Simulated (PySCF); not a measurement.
CH3ClFNSi2, SMILES N1[Si@]([SiH2]C=1)(F)Cl. Atoms are numbered in the order given.

```xyz
9

F      1.3287     0.4969     1.4897
Si     0.4070     0.1070     0.2155
Cl     1.6814    -0.5129    -1.2784
N     -0.6303     1.4731    -0.2973
C     -1.8093     0.9646    -0.1584
Si    -1.7005    -0.8527     0.5181
H     -2.7013     1.5683    -0.4143
H     -2.2064    -1.9256    -0.3869
H     -2.2577    -1.0563     1.8870
```

Geometry: B3LYP-D3(BJ)/def2-SVP. The structure was generated by enumeration; whether it is a known compound was not checked.

Two levels are set side by side: PBE/pcSseg-1 (PySCF) and B3LYP/pcSseg-1 (PySCF). GIAO shifts against CFCl3 (¹⁹F), HCl (³⁵Cl), NH3 (¹⁵N), TMS (²⁹Si), TMS (¹H), TMS (¹³C) at the same level; non-relativistic, no solvent, atoms listed together averaged. Without spin–orbit terms, shifts of atoms bonded to Cl or Br come out too high at both levels. Differences are taken from unrounded values.

```json
[
 {"quantity": "δ(¹⁹F) of F1 (ppm)", "B3LYP": "-124.4", "PBE": "-134.5", "PBE minus B3LYP": "-10.1"},
 {"quantity": "δ(²⁹Si) of Si2 (ppm)", "B3LYP": "6.8", "PBE": "3.8", "PBE minus B3LYP": "-3.0"},
 {"quantity": "δ(³⁵Cl) of Cl3 (ppm)", "B3LYP": "113.3", "PBE": "140.1", "PBE minus B3LYP": "26.8"},
 {"quantity": "δ(¹⁵N) of N4 (ppm)", "B3LYP": "585.4", "PBE": "579.9", "PBE minus B3LYP": "-5.5"},
 {"quantity": "δ(¹³C) of C5 (ppm)", "B3LYP": "222.0", "PBE": "218.7", "PBE minus B3LYP": "-3.3"},
 {"quantity": "δ(²⁹Si) of Si6 (ppm)", "B3LYP": "1.9", "PBE": "4.8", "PBE minus B3LYP": "2.8"},
 {"quantity": "δ(¹H) of H7 (ppm)", "B3LYP": "10.81", "PBE": "10.93", "PBE minus B3LYP": "0.12"},
 {"quantity": "δ(¹H) of H8, H9 (ppm)", "B3LYP": "5.73", "PBE": "6.24", "PBE minus B3LYP": "0.51"}
]
```

Rough cost on one machine, each run with all the roots and properties that it gave: B3LYP against PBE within a factor of 2.
